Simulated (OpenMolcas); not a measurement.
OpenMolcas run: F+

Input:

```
&GATEWAY
Coord
1

F 0.0 0.0 0.0
Basis=ANO-RCC-VQZP
Group=XYZ
NoMove
AngMom=0.0 0.0 0.0
AMFI
&SEWARD
* reference wave functions (RASSCF and RASSI steps not shown): 6 electrons in 8 orbitals (2s 2p 3s 3p)
>>> COPY JOB001 $Project.JobIph
&CASPT2
Multistate=3 1 2 3
Frozen=0 0
IPEA=0.15
Imaginary=0.5
MaxIter=60
WThr=0.0 0.3 0.05
PrWF=0.5
NoMix
>>> COPY JOB002 $Project.JobIph
&CASPT2
Multistate=6 1 2 3 4 5 6
Frozen=0 0
IPEA=0.15
Imaginary=0.5
MaxIter=60
WThr=0.0 0.3 0.05
PrWF=0.5
NoMix
>>> COPY JOB003 $Project.JobIph
&CASPT2
Multistate=3 1 2 3
Frozen=0 0
IPEA=0.15
Imaginary=0.5
MaxIter=60
WThr=0.0 0.3 0.05
PrWF=0.5
NoMix
```

Launched by
```bash
OMP_NUM_THREADS=1 MOLCAS_MEM=2252 MOLCAS_PROJECT=a pymolcas a.inp > a.log  # once for each step of the input, in one work folder
```

Output, cut to the results:

```
--- CASPT2 ---
Orbital specifications:
      -----------------------

      Symmetry species                           1   2
                                                ag  au
      Frozen orbitals                            0   0
      Inactive orbitals                          1   0
      Active orbitals                            2   6
      Secondary orbitals                        26  20
      Deleted orbitals                           0   0
      Number of basis functions                 29  26
Type of calculation                        MS-CASPT2
      Fock operator                              state-specific
      IPEA shift                                 0.15
      Real shift                                 0.00
      Imaginary shift                            0.50
      The input orbitals will be transformed to quasi-canonical
Reference energy:         -98.9812404103
      E2 (Non-variational):      -0.1246021867
      Shift correction:          -0.0006803055
      E2 (Variational):          -0.1252824923
      Total energy:             -99.1065229026
      Residual norm:              0.0000003341
      Reference weight:           0.98510
      Contributions to the CASPT2 correlation energy
      Active & Virtual Only:         -0.1108690936
      One Inactive Excited:          -0.0091080296
      Two Inactive Excited:          -0.0046250635
Reference energy:         -98.9812404103
      E2 (Non-variational):      -0.1246141073
      Shift correction:          -0.0006808091
      E2 (Variational):          -0.1252949164
      Total energy:             -99.1065353267
      Residual norm:              0.0000003339
      Reference weight:           0.98509
      Contributions to the CASPT2 correlation energy
      Active & Virtual Only:         -0.1108810401
      One Inactive Excited:          -0.0091080037
      Two Inactive Excited:          -0.0046250635
::    CASPT2 Root  1     Total energy:    -99.10652290
::    CASPT2 Root  2     Total energy:    -99.10653533
::    CASPT2 Root  3     Total energy:    -99.10653459
::    MS-CASPT2 Root  1     Total energy:    -99.10653533
::    MS-CASPT2 Root  2     Total energy:    -99.10653459
::    MS-CASPT2 Root  3     Total energy:    -99.10652290
--- CASPT2 ---
Orbital specifications:
      -----------------------

      Symmetry species                           1   2
                                                ag  au
      Frozen orbitals                            0   0
      Inactive orbitals                          1   0
      Active orbitals                            2   6
      Secondary orbitals                        26  20
      Deleted orbitals                           0   0
      Number of basis functions                 29  26
Type of calculation                        MS-CASPT2
      Fock operator                              state-specific
      IPEA shift                                 0.15
      Real shift                                 0.00
      Imaginary shift                            0.50
      The input orbitals will be transformed to quasi-canonical
Reference energy:         -98.8775607412
      E2 (Non-variational):      -0.1324692073
      Shift correction:          -0.0007476473
      E2 (Variational):          -0.1332168546
      Total energy:             -99.0107775958
      Residual norm:              0.0000004082
      Reference weight:           0.98386
      Contributions to the CASPT2 correlation energy
      Active & Virtual Only:         -0.1188411470
      One Inactive Excited:          -0.0089989189
      Two Inactive Excited:          -0.0046291413
Reference energy:         -98.8775607412
      E2 (Non-variational):      -0.1324493883
      Shift correction:          -0.0007480532
      E2 (Variational):          -0.1331974414
      Total energy:             -99.0107581827
      Residual norm:              0.0000003851
      Reference weight:           0.98386
      Contributions to the CASPT2 correlation energy
      Active & Virtual Only:         -0.1188213564
      One Inactive Excited:          -0.0089989127
      Two Inactive Excited:          -0.0046291192
::    CASPT2 Root  1     Total energy:    -99.01077760
::    CASPT2 Root  2     Total energy:    -99.01075818
::    CASPT2 Root  3     Total energy:    -99.01074479
::    CASPT2 Root  4     Total energy:    -99.01076581
::    CASPT2 Root  5     Total energy:    -99.01078056
::    CASPT2 Root  6     Total energy:    -98.90275544
::    MS-CASPT2 Root  1     Total energy:    -99.01093525
::    MS-CASPT2 Root  2     Total energy:    -99.01083174
::    MS-CASPT2 Root  3     Total energy:    -99.01075156
::    MS-CASPT2 Root  4     Total energy:    -99.01067759
::    MS-CASPT2 Root  5     Total energy:    -99.01064073
::    MS-CASPT2 Root  6     Total energy:    -98.90274552
--- CASPT2 ---
Orbital specifications:
      -----------------------

      Symmetry species                           1   2
                                                ag  au
      Frozen orbitals                            0   0
      Inactive orbitals                          1   0
      Active orbitals                            2   6
      Secondary orbitals                        26  20
      Deleted orbitals                           0   0
      Number of basis functions                 29  26
Type of calculation                        MS-CASPT2
      Fock operator                              state-specific
      IPEA shift                                 0.15
      Real shift                                 0.00
      Imaginary shift                            0.50
      The input orbitals will be transformed to quasi-canonical
Reference energy:         -98.1900174661
      E2 (Non-variational):      -0.1560125871
      Shift correction:          -0.0025512200
      E2 (Variational):          -0.1585638071
      Total energy:             -98.3485812732
      Residual norm:              0.0000006377
      Reference weight:           0.97356
...
```

Levels above the lowest, from the spin-orbit matrix with the single-state CASPT2 energies, averaged by term, on its diagonal:

```csv
Configuration,Term,J,E (cm-1),Measured (cm-1),g,Term weight %
2s2 2p4,3P,2,0.0,0.0,1.501,100
2s2 2p4,3P,1,308,341,1.501,100
2s2 2p4,3P,0,456,490,,100
2s2 2p4,1D,2,21175,20873,1.000,100
2s2 2p4,1S,0,44883,44918,,100
2s 2p5,3P*,2,166356,164798,1.501,100
2s 2p5,3P*,1,166656,165107,1.501,100
2s 2p5,3P*,0,166806,165279,,100
```

Against the 7 measured excited levels shown (NIST Handbook of Basic Atomic Spectroscopic Data) the mean absolute deviation is 720 cm-1; the largest miss in energy is 2s 2p5 3P* 2: computed 166356, measured 164798 cm-1 (+0.9 %), and the largest in proportion 2s2 2p4 3P1 (-9.8 %).

Terms from blocks run as CI alone lack orbitals of their own. Active for correlation alone: 3p 3s; no level in the range computed is led by a configuration that fills them, so any true level of that kind is missing. Computed and measured levels are paired by configuration, term and J; levels that our copy of the source lacks, or whose pairing is in doubt (as where it misses far off the trend of its configuration), stay unpaired and out of the deviations. Levels of configurations outside the active space are missing. The first state left out of the spin-orbit step lies near 240000 cm-1 above the lowest spin-free state of the reference (among the parities and spins computed), and the list stops at four fifths of that energy or lower.

The term weight is that of the spin-free term in the level, not the purity of its configuration. * marks odd parity.
